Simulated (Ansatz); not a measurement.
Calculated with Ansatz (gas phase, PBE0-D4/def2-TZVP geometries, no zero-point term in ΔE). CBS: MP2 limit from def2 TZ/QZ plus the TZ coupled-cluster correction, frozen cores. Functionals use def2-TZVPP. HSE06 is defined as in plane-wave codes. Each species was taken in one conformer, which may not be the lowest.

`OB[SiH2][AlH2]` + `BNC` → `C[NH][AlH2]` + `B[SiH2]BO`  (redistribution)

| level | ΔE (kJ/mol) | difference from CCSD(T)/CBS |
| --- | --- | --- |
| LDA (SPW92) | 105.4 | 19.3 |
| PBE-D4 | 96.8 | 10.7 |
| BLYP-D4 | 86.4 | 0.3 |
| PBE0-D4 | 97.0 | 10.9 |
| r2SCANh-D4 | 88.9 | 2.8 |
| r2SCAN0-D4 | 90.2 | 4.1 |
| HSE06-D4 | 97.4 | 11.3 |
| B2PLYP | 87.2 | 1.1 |
| PBE-QIDH | 92.7 | 6.6 |
| PBE | 97.5 | 11.4 |
| HSE06 | 97.8 | 11.7 |
| LC-ωPBE | 92.0 | 5.9 |
| MP2/def2-TZVPP | 85.5 | -0.6 |
| CCSD/def2-TZVPP | 85.9 | -0.2 |
| MP2/def2-QZVPP | 84.4 | -1.7 |
| CCSD/CBS(def2) | 84.7 | -1.4 |
| CCSD(T)/CBS | 86.1 | 0 |

Largest T1 diagnostic among the species: 0.016.

Leaving LDA and LC-ωPBE aside and taking each functional with its dispersion term where it has one, the values, not all of them listed here, spread over 14.1 kJ/mol, from B97M-V to HSE06-D4. LDA lies +7.8 kJ/mol from PBE without D4. In def2-TZVPP, CCSD(T) changes the Hartree–Fock value by +5.8 kJ/mol (the triples alone add +1.4 kJ/mol) and MP2 by +4.0 kJ/mol. At CCSD(T), def2-SVP lies +15.4 kJ/mol from the extrapolated value and def2-TZVPP +1.2 kJ/mol.
